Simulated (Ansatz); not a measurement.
# Worked example: CF4 + SiH(SiH3)2F → SiH3(CF3) + SiH(SiH3)F2

Species: CF4 (tetrafluoromethane) `FC(F)(F)F`, singlet; SiH(SiH3)2F, singlet; SiH3(CF3), singlet; SiH(SiH3)F2, singlet. The partners trade F for SiH3: C–F and Si–SiH3 bonds give way to C–SiH3 and Si–F.

Shapes, held fixed at every level: PBE0-D4/def2-TZVP. Programs: Ansatz 0.2.0. The zero-point and thermal change to 298 K, harmonic and unscaled (PBE0-D4/def2-TZVP), is -0.2 kJ/mol.

At CCSD(T)/CBS estimate; 1 Eh = 2625.50 kJ/mol:

```
    species  energy (Eh)
        CF4  -437.227218
SiH(SiH3)2F  -971.280160
  SiH3(CF3)  -628.296088
SiH(SiH3)F2  -780.269197
```

**Question.** Work out ΔH(298 K) of the reaction at this level.

**Answer.** 
1. Products less reactants: (-628.296088) + (-780.269197) − [(-437.227218) + (-971.280160)] = -0.057907 Eh = -152.0 kJ/mol.
2. With the thermal change: -152.0 + (-0.2) = -152.2 kJ/mol.

Other levels give -147.9 (wB97M-V/def2-TZVPP) to -107.7 kJ/mol (MP2/def2-SVP). No measured value is set beside it here. The CBS estimate extrapolates MP2 from def2-TZVPP and def2-QZVPP and adds CCSD(T) − MP2 in the triple-zeta set, cores frozen. CCSD(T)/CBS estimate lies outside the range of all other levels here, so it shouldn't be taken on trust. The median of the other levels is -121.8 kJ/mol.
